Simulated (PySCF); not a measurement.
C$_{2}$H$_{2}$F, doublet, geometry from GFN2-xTB. Base run: PBE0/cc-pVDZ run with PySCF.

Input for PySCF:
```python
from pyscf import gto, scf, dft, solvent

mol = gto.Mole()
mol.atom = '''
    C     0.01269615    0.41171885   -0.01137087
    C     1.19873388   -0.11100266   -0.02785296
    F    -1.19104254   -0.12604551    0.03401395
    H     1.37985501   -1.18518672   -0.00369633
    H     2.07094770    0.51529918   -0.06708620
'''
mol.basis = 'cc-pvdz'
mol.spin = 1
mol.verbose = 4
mol.build()

mf = dft.UKS(mol)
mf.xc = 'pbe0'
mf.kernel()
```

The base run was repeated with changes; each row names its change, and settings that it needs were set with it.

```tsv
change	ΔE vs base (kJ/mol)	dipole (D)
base	0.00	0.98
model = IEF-PCM; solvent = acetonitrile; lebedev_order = 11	-4.69	1.26
model = IEF-PCM; solvent = methanol	-4.83	1.26
model = ddCOSMO; solvent = acetonitrile	-3.04	1.19
model = IEF-PCM; solvent = acetonitrile; vdw_scale = 1.4	-2.68	1.18
model = IEF-PCM; solvent = dichloromethane	-4.20	1.23
model = IEF-PCM; solvent = acetonitrile; vdw_scale = 1.1	-6.77	1.32
model = IEF-PCM; solvent = toluene	-2.31	1.12
model = IEF-PCM; solvent = acetonitrile	-4.85	1.26
model = IEF-PCM; solvent = dimethylsulfoxide	-4.90	1.27
model = SS(V)PE; solvent = acetonitrile	-4.80	1.26
model = COSMO; solvent = acetonitrile	-4.84	1.26
```

The base is the gas phase, so ΔE is the electrostatic part of solvation at a fixed geometry, without cavity and dispersion terms.

Open shells are given as the SCF converged; they aren't shown to be the lowest states, and a large step between rows can be another state.
